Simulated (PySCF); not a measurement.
Atoms are numbered as in `[CH2:1]=[CH:2]/[CH:3]=[CH:4]\[B:5]1[O:6][CH2:7][CH2:8][CH2:9][O:10]1`; H(Xn) means a hydrogen on atom n. Ha(C1) is cis to C3; Hb(C1) is trans to C3.

Computed data (PySCF 2.14.0 with density-fitted response routines): geometry: PBE0-D3(BJ)/def2-SVP, shieldings: GIAO B3LYP/pcSseg-1. Single conformer, one averaged value for each set of equivalent atoms, isolated molecule, relativity neglected.

Problem. Predict the 2D correlation tables (HSQC, COSY, HMBC).

Solution. 

HSQC (one-bond C–H):
| δH | δC |
| --- | --- |
| 7.70 (H(C2)) | 147.1 (C2) |
| 6.64 (H(C3)) | 160.2 (C3) |
| 5.34 (Hb(C1)) | 127.6 (C1) |
| 5.33 (H(C4)) | 132.6 (C4) |
| 5.30 (Ha(C1)) | 127.6 (C1) |
| 4.06 (H(C7)/H(C9)) | 64.3 (C7/C9) |
| 1.69 (H(C8)) | 30.9 (C8) |

COSY cross peaks (H two or three bonds apart, from the bond graph; peaks can be absent where the dihedral angle is near 90°):
| δH | δH |
| --- | --- |
| 7.70 (H(C2)) | 6.64 (H(C3)) |
| 7.70 (H(C2)) | 5.34 (Hb(C1)) |
| 7.70 (H(C2)) | 5.30 (Ha(C1)) |
| 6.64 (H(C3)) | 5.33 (H(C4)) |
| 5.34 (Hb(C1)) | 5.30 (Ha(C1)) |
| 4.06 (H(C7)/H(C9)) | 1.69 (H(C8)) |

HMBC (two and three bonds, from the bond graph):
| δH | δC |
| --- | --- |
| 7.70 (H(C2)) | 160.2 (C3), 132.6 (C4), 127.6 (C1) |
| 6.64 (H(C3)) | 147.1 (C2), 132.6 (C4), 127.6 (C1) |
| 5.34 (Hb(C1)) | 160.2 (C3), 147.1 (C2) |
| 5.33 (H(C4)) | 160.2 (C3), 147.1 (C2) |
| 5.30 (Ha(C1)) | 160.2 (C3), 147.1 (C2) |
| 4.06 (H(C7)/H(C9)) | 64.3 (C7/C9), 30.9 (C8) |
| 1.69 (H(C8)) | 64.3 (C7/C9) |

Scale: 1H and 13C against TMS (reference shieldings calculated alike).

Short H···H contacts in this conformer between protons four or more bonds apart (candidates for NOE cross peaks, intensity ∝ r⁻⁶): Ha(C1)···H(C3) 2.43 Å.

A carbon bonded to boron is broadened by the quadrupolar boron nucleus and is often missing from a measured spectrum. Shifts are as computed. Against solution values, carbons near 30 ppm lie about +2 ppm off and those near 130 ppm about +6 ppm. Of 1313 compounds with measured shifts, 239 miss one by over three times the rms of a fit or turn the order of signals round; such compounds aren't used in these exercises.
